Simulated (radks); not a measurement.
Values are calculated unless marked as measured or tabulated.
Species: Hg51+. Configuration: [Ar] 3d10 4s1.

Level of theory: Dirac Kohn-Sham, BLYP, spin-unpolarised, spherical densities, finite nucleus; Fermi nuclear charge, rms radius 5.4648 fm (a radial shooting solver on a logarithmic mesh with Libxc functionals).

Energy parts (hartree):
total: -17693.4971
kinetic: 20638.7137
electron-nucleus: -41203.1940
Hartree: 3138.9863
exchange-correlation: -268.0031

Orbitals (lengths in bohr, moments of r in powers of bohr; r(max) is where P^2 peaks; r(90%) holds 90 % of the orbital's charge):
| orbital | occ. | eigenvalue (hartree) | r(max) | <r^2> | <r^4> | r(90%) |
|---|---|---|---|---|---|---|
| 1s1/2 | 2 | -3154.553 | 0.01022 | 0.0003809 | 3.995e-07 | 0.0304 |
| 2s1/2 | 2 | -642.2375 | 0.05930 | 0.005714 | 0.00005726 | 0.108 |
| 2p1/2 | 2 | -621.0622 | 0.04355 | 0.004031 | 0.00003384 | 0.0948 |
| 2p3/2 | 4 | -549.0935 | 0.05101 | 0.005204 | 0.00005299 | 0.106 |
| 3s1/2 | 2 | -224.8170 | 0.1653 | 0.03575 | 0.001910 | 0.259 |
| 3p1/2 | 2 | -215.4959 | 0.1539 | 0.03238 | 0.001640 | 0.250 |
| 3p3/2 | 4 | -198.8025 | 0.1685 | 0.03807 | 0.002230 | 0.270 |
| 3d3/2 | 4 | -183.7659 | 0.1305 | 0.02878 | 0.001422 | 0.243 |
| 3d5/2 | 6 | -180.1229 | 0.1345 | 0.03030 | 0.001558 | 0.248 |
| 4s1/2 | 1 | -111.3594 | 0.3466 | 0.1368 | 0.02589 | 0.493 |

The highest occupied level is 4s1/2 at -3030.2 eV. The density falls to 0.001 e/bohr^3 at r = 0.80 bohr.
